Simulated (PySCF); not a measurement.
**17O chemical shifts**

All values are calculated (PySCF 2.14.0 with density-fitted response routines): σ from GIAO-PBE0/pcSseg-1, geometry from GFN2-xTB. Non-relativistic, equivalent nuclei averaged, in vacuum, single conformer.

Shieldings were converted by a linear fit to measured shifts: 17O (scatter 10.7 ppm rms, 12.2 ppm with the 3 outliers that the fit left out vs liquid water, solution or neat liquid). Occasional misses reach two or three times the rms, and more in compound classes unlike the fitted ones.

Question: Give the 17O shifts of `O[C@@H]1C[C@@H](CF)[SiH2][C@H]1CF`, `CO[SiH]1CCC1`, `CO[C@](C)(/C=C(\C)F)[SiH2]F`.

Answer: 
| compound | environment | δ (ppm) |
| --- | --- | --- |
| O[C@@H]1C[C@@H](CF)[SiH2][C@H]1CF | alcohol oxygen | 32.6 |
| CO[SiH]1CCC1 | oxygen bonded to C, Si | -15.9 |
| CO[C@](C)(/C=C(\C)F)[SiH2]F | ether oxygen | -10.2 |

Question: Order these by 17O shift, lowest first.
A. C=CC[SiH2]OC
B. CC(C)[C@@H]([SiH3])C(=O)C(F)F
C. C1C[SiH2]CCO1

Answer: A (-43.5 ppm, oxygen bonded to C, Si), C (10.4 ppm, ether oxygen), B (557.9 ppm, ketone oxygen).
